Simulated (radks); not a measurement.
Q: Species: Ga19+. Configuration: [Ne] 3s2. Method: Dirac Kohn-Sham, BLYP, spin-unpolarised, spherical densities, finite nucleus; Fermi nuclear charge, rms radius 3.9973 fm; computed with a radial shooting solver on a logarithmic mesh with Libxc functionals. Some entries of the table are withheld. Estimate them.

orbital  occ.  eigenvalue (hartree)  <1/r> (bohr^-1)  <r^2> (bohr^2)
1s1/2       2             -404.3979            31.31        0.003175
2s1/2       2             -73.57411            6.984         0.05413
2p1/2       2             -68.53140              (1)         0.04187
2p3/2       4             -67.48259              (2)         0.04326
3s1/2       2                   (3)            2.720          0.3308
3p1/2       0             -25.82456            2.662          0.3168
3p3/2       0             -25.58964            2.621          0.3229
4s1/2       0             -14.32991            1.414           1.192

A: 
(1) 2p1/2 <1/r> (bohr^-1): 6.934
(2) 2p3/2 <1/r> (bohr^-1): 6.759
(3) 3s1/2 eigenvalue (hartree): -27.45927
